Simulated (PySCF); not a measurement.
C₂H₈AlNO. Atoms are numbered in the order given.

```xyz
13

Al    -0.4286     0.6624     1.0906
H     -1.3223     0.7267     2.3860
O      0.0289    -0.8692     0.5097
C      0.6869    -1.4260    -0.5812
C     -0.0566    -1.1951    -1.8838
H      1.7164    -1.0236    -0.6706
H      0.7974    -2.5128    -0.4109
H     -0.1461    -0.1180    -2.1013
H      0.4631    -1.6707    -2.7302
H     -1.0733    -1.6135    -1.8245
N      0.0861     2.1437     0.2669
H     -0.1561     3.0793     0.5738
H      0.6772     2.1952    -0.5550
```

The structure is a stationary point at PBE0-D3(BJ)/def2-SVP. The structure was generated by enumeration; whether it is a known compound was not checked. Other conformers were not sampled.

Calculation: PBE/pcSseg-1 in PySCF.

GIAO shieldings, no solvent; atoms listed in one row are averaged. δ = σ(ref) − σ: ¹H against TMS (σ = 31.49 ppm); ¹⁷O against H2O (σ = 334.3 ppm); ¹³C against TMS (σ = 182.0 ppm); ¹⁵N against NH3 (σ = 267.0 ppm), references at their B3LYP-D3(BJ)/def2-TZVP geometries, non-relativistic.

Computed chemical shifts:
```
nucleus        atoms  count  δ (ppm)
-------  -----------  -----  -------
¹H                H6      1     4.56
¹H                H7      1     4.39
¹H                H2      1     4.29
¹H       H8, H9, H10      3     1.49
¹H               H12      1     1.10
¹H               H13      1     0.93
¹⁷O               O3      1     84.4
¹³C               C4      1     66.9
¹³C               C5      1     26.2
¹⁵N              N11      1     39.0
```
